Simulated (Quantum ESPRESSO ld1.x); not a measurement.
K VII, configuration [Ne] 3s2 3p1. Method: non-relativistic Kohn-Sham, BLYP, spin-unpolarised, spherical densities, point nucleus; computed with ld1.x of Quantum ESPRESSO 7.5.

X-ray form factor f0, the Fourier transform of the density (f0(0) = 13):

sin(theta)/lambda (1/angstrom),f0 (electrons)
0.05,12.897
0.1,12.600
0.15,12.141
0.2,11.569
0.25,10.934
0.3,10.283
0.4,9.065
0.5,8.052
0.6,7.231
0.8,5.906
1,4.754
1.25,3.542
1.5,2.661
2,1.726
